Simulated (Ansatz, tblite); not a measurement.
Forces on Si₂₀AsH₂₈⁻ at its PBE-D4/def2-SVP geometry. Charge -1, multiplicity 1.

The xTB rows come from tblite. HSE06 is defined as in plane-wave codes, on full-range PBE exchange. Single mean-field runs in def2-SVP are fitted with def2-universal-jkfit.

GFN2-xTB (tblite), largest force 0.83 eV/Å:

```xyz
49
positions Å, forces eV/Å
As    2.287    2.061    3.413    0.343    0.299   -0.699
Si   -0.121   -1.658    3.283   -0.052   -0.216    0.200
Si    3.966   -0.821    1.318    0.139   -0.052    0.029
Si    3.297    2.565   -0.347    0.105    0.132    0.151
Si    0.036    1.034    0.970    0.034    0.195    0.013
Si    0.360    3.139   -2.649   -0.076    0.157   -0.249
Si    1.673   -0.397   -1.872    0.032   -0.467   -0.186
Si   -3.063    1.929   -1.605   -0.132    0.122   -0.205
Si    0.657   -2.722    1.321    0.118   -0.236    0.015
Si   -2.909   -3.506    1.888   -0.050   -0.140    0.093
Si   -1.925   -1.564   -1.252    0.149   -0.382   -0.207
Si   -3.424    0.181    1.768   -0.018   -0.006    0.259
Si   -1.110    0.184   -4.492   -0.029   -0.038   -0.126
Si    3.856    1.501    1.673   -0.049    0.088    0.140
Si   -2.477   -1.521    3.096   -0.216   -0.005    0.034
Si    2.306   -1.775   -0.059    0.471   -0.180    0.055
Si    1.195    1.717   -0.973    0.225    0.423    0.028
Si   -2.010    0.473   -0.083   -0.386    0.300    0.184
Si   -1.652    2.237   -3.469   -0.037    0.053   -0.132
Si   -0.250   -1.313   -2.888   -0.078    0.014   -0.394
Si   -1.310   -3.331    0.164   -0.273   -0.229   -0.003
H     3.339    2.991    4.088   -0.340   -0.190   -0.207
H     1.725    3.259    2.623    0.335   -0.325    0.293
H     0.616   -0.452    3.789   -0.191   -0.538   -0.012
H     0.026   -2.738    4.350    0.094    0.485   -0.219
H     3.990   -1.552    2.644    0.137    0.197   -0.500
H     5.312   -1.088    0.670   -0.445    0.022    0.395
H     3.250    4.058   -0.098    0.126   -0.509   -0.215
H     4.380    2.333   -1.381   -0.371    0.228    0.413
H    -0.489    2.398    1.451    0.080   -0.085   -0.108
H     0.087    4.510   -2.069    0.208   -0.424   -0.303
H     1.330    3.345   -3.796   -0.357    0.120    0.409
H     2.805   -0.430   -2.879   -0.348    0.039    0.321
H    -3.300    3.288   -0.982   -0.082   -0.515   -0.243
H    -4.414    1.426   -2.072    0.390    0.359    0.195
H     1.265   -4.037    1.781   -0.191    0.356   -0.084
H    -2.676   -4.742    2.727   -0.319    0.400   -0.362
H    -4.327   -3.572    1.370    0.532   -0.154    0.282
H    -3.238   -1.886   -1.934    0.429    0.088    0.219
H    -3.509    1.470    2.555   -0.152   -0.534   -0.328
H    -4.847   -0.230    1.450    0.478    0.290    0.221
H    -0.113    0.433   -5.603   -0.506   -0.151    0.282
H    -2.335   -0.422   -5.142    0.542    0.266    0.066
H     5.236    1.919    2.145   -0.294   -0.069   -0.038
H    -3.113   -1.584    4.470    0.186   -0.008   -0.354
H     2.965   -3.001   -0.673   -0.169    0.298    0.149
H    -2.289    3.139   -4.509    0.177   -0.238    0.276
H     0.069   -2.634   -3.558   -0.102    0.387    0.207
H    -1.127   -4.613   -0.618   -0.066    0.370    0.248
```

PBE-D4/def2-SVP (Ansatz), largest force 0.02 eV/Å:

```
As -0.004 -0.001 -0.013
Si 0.000 -0.003 -0.003
Si 0.014 -0.013 0.008
Si 0.007 0.002 -0.003
Si -0.002 0.000 -0.002
Si -0.002 0.005 -0.005
Si -0.002 -0.004 -0.003
Si 0.002 0.000 0.002
Si 0.002 0.001 0.006
Si 0.006 0.011 -0.002
Si 0.003 0.000 0.003
Si -0.002 0.001 -0.001
Si -0.004 0.001 0.003
Si -0.002 0.003 -0.003
Si -0.004 -0.002 -0.002
Si 0.002 0.001 0.000
Si 0.000 0.004 0.007
Si -0.004 0.000 -0.001
Si 0.000 -0.003 0.001
Si 0.002 0.000 0.000
Si -0.004 -0.003 -0.004
H 0.004 0.001 0.004
H 0.006 -0.005 0.005
H 0.002 0.005 0.002
H 0.001 -0.001 0.001
H -0.003 0.008 -0.015
H -0.018 0.005 0.011
H 0.000 -0.003 0.001
H -0.005 0.001 0.004
H 0.003 0.000 0.000
H 0.000 0.001 0.000
H 0.001 0.000 -0.001
H 0.000 0.002 0.000
H 0.001 -0.002 -0.002
H -0.001 -0.001 0.001
H 0.001 0.000 0.001
H 0.001 -0.006 0.005
H -0.008 -0.001 -0.003
H -0.004 -0.001 -0.003
H 0.002 -0.006 -0.002
H 0.004 0.003 0.002
H 0.000 0.001 -0.001
H 0.001 -0.002 0.000
H 0.000 -0.001 -0.001
H 0.000 0.001 0.001
H 0.000 0.002 0.002
H 0.001 0.001 0.000
H 0.001 -0.001 0.001
H 0.001 -0.001 -0.001
```

HSE06-D4/def2-SVP (Ansatz), largest force 0.48 eV/Å:

```
As 0.239 0.382 -0.158
Si 0.073 -0.011 0.126
Si 0.122 -0.095 0.057
Si 0.067 0.100 -0.041
Si -0.116 0.180 -0.092
Si 0.024 0.127 -0.035
Si 0.067 -0.021 -0.063
Si -0.097 0.081 0.015
Si 0.028 -0.103 0.039
Si -0.072 -0.076 0.021
Si -0.073 -0.030 -0.047
Si -0.097 0.067 0.043
Si -0.020 -0.029 -0.128
Si 0.043 0.022 0.084
Si -0.045 -0.030 0.078
Si 0.059 -0.101 -0.035
Si 0.045 -0.020 -0.009
Si -0.042 -0.025 0.006
Si -0.037 0.053 -0.070
Si 0.017 -0.086 -0.045
Si 0.012 -0.081 -0.049
H -0.175 -0.177 -0.094
H 0.072 -0.219 0.135
H -0.100 -0.155 -0.065
H -0.022 0.124 -0.129
H -0.013 0.099 -0.173
H -0.179 0.040 0.081
H 0.003 -0.182 -0.028
H -0.136 0.020 0.132
H 0.066 -0.155 -0.045
H 0.031 -0.165 -0.068
H -0.111 -0.039 0.145
H -0.137 0.009 0.124
H 0.033 -0.165 -0.077
H 0.170 0.048 0.062
H -0.070 0.160 -0.055
H -0.019 0.146 -0.097
H 0.164 0.010 0.055
H 0.153 0.040 0.079
H 0.016 -0.161 -0.097
H 0.178 0.048 0.034
H -0.115 -0.027 0.139
H 0.146 0.071 0.086
H -0.174 -0.052 -0.056
H 0.078 0.014 -0.169
H -0.075 0.150 0.075
H 0.081 -0.108 0.132
H -0.036 0.162 0.084
H -0.023 0.159 0.093
```
